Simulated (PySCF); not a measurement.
An unknown gives this computed stick spectrum. The calculation used TDDFT B3LYP/def2-SVPD, vertical, gas phase, core orbitals frozen in the response (PySCF). Geometries: PBE0-D3(BJ)/def2-SVP, one conformer each. Relativistic effects are left out although some hold elements past zinc.

| state | E (eV) | λ (nm) | f |
| --- | --- | --- | --- |
| S1 | 5.92 | 209.5 | 0.0058 |
| S2 | 6.36 | 195.0 | 0.319 |
| S3 | 6.49 | 191.1 | 0.105 |
| S4 | 6.96 | 178.2 | 0.010 |
| S5 | 7.09 | 175.0 | 0.014 |
| S6 | 7.13 | 173.8 | 0.0096 |
| S7 | 7.25 | 171.0 | 0.029 |
| S8 | 7.83 | 158.4 | 0.019 |
| S9 | 7.85 | 158.0 | 0.0075 |
| S10 | 7.96 | 155.7 | 0.0045 |

Triplets computed (Tamm–Dancoff): 4.16, 5.82, 6.26, 6.83 eV.

Orbital energies (eV): HOMO-3 -9.14, HOMO-2 -9.05, HOMO-1 -8.97, HOMO -6.66, LUMO -0.11, LUMO+1 0.09, LUMO+2 0.53.

Problem. Which structure fits? All have the formula C4H10Ge.
A. `C=CC[CH2][GeH3]`
B. `[CH2](C(=C)C)[GeH3]`
C. `C[C]1([GeH3])CC1`
D. `CC1[CH2][GeH2][CH2]1`

Solution. B. Its S1, at 5.92 eV, is the lowest among the candidates; the nearest of the others has S1 at 6.59 eV. S1 is HOMO→LUMO+1 (88%), HOMO→LUMO (9%). Löwdin shares by element: HOMO carbon 74% or more, germanium 6% (atoms not listed hold the other 20%); LUMO carbon 48% or more, germanium 13%, hydrogen 6% or more (atoms not listed hold the other 32%). At the same level the other candidates give, for their lowest levels:
- `C=CC[CH2][GeH3]`: 6.69 eV (f 0.079); 7.07 eV (f 0.005); 7.14 eV (f 0.093); 7.27 eV (f 0.184); 7.45 eV (f 0.052); T1 4.42 eV; HOMO -7.30, LUMO -0.18 eV
- `CC1[CH2][GeH2][CH2]1`: 6.59 eV (f 0.014); 6.90 eV (f 0.008); 6.96 eV (f 0.003); 6.97 eV (f 0.079); 7.32 eV (f 0.081); T1 6.06 eV; HOMO -7.51, LUMO 0.11 eV
- `C[C]1([GeH3])CC1`: 6.99 eV (f 0.019); 7.12 eV (f 0.037); 7.55 eV (f 0.006); 7.58 eV (f 0.205); 7.73 eV (f 0.010); T1 6.84 eV; HOMO -7.68, LUMO 0.15 eV

Conformer computed: `[CH2:1]=[C:2]([CH3:3])[CH2:4][GeH3:5]`: C1–C2–C4–Ge5 99°.

Without π bonds the low states are Rydberg-like; a valence basis with one diffuse set may place them up to an eV too high.
